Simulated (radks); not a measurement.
Ti6+, configuration [Ne] 3s2 3p4. All-electron calculation, scalar-relativistic Kohn-Sham, PBE, spin-polarised, spherical densities, point nucleus; open shells are filled with parallel spins first. Program: a radial shooting solver on a logarithmic mesh with Libxc functionals.

Radial electron density D(r) = 4 pi r^2 rho(r):

```
   r/bohr * D(r) (the largest magnitude, 27.8, reaches the edge; | marks zero)
 0.005179 |   *
 0.006531 |     *
 0.008237 |        *
  0.01039 |            *
   0.0131 |                 *
  0.01652 |                       *
    0.021 |                               *
  0.02649 |                                       *
   0.0334 |                                              *
  0.04212 |                                                  *
  0.05312 |                                                  *
    0.067 |                                              *
  0.08449 |                                         *
   0.1066 |                                     *
   0.1344 |                                        *
   0.1708 |                                                *
   0.2154 |                                                      *
   0.2717 |                                                   *
   0.3426 |                                     *
   0.4321 |                     *
   0.5449 |             *
   0.6872 |              *
   0.8667 |               *
    1.093 |          *
    1.389 |    *
    1.752 |*
     2.21 *
    2.787 *
    3.514 *
```

D(r) has 3 maxima, at r = 0.0479, 0.226, 0.813 bohr, and minima at 0.109, 0.590 bohr, inside which lie 2.14, 10.42 electrons.
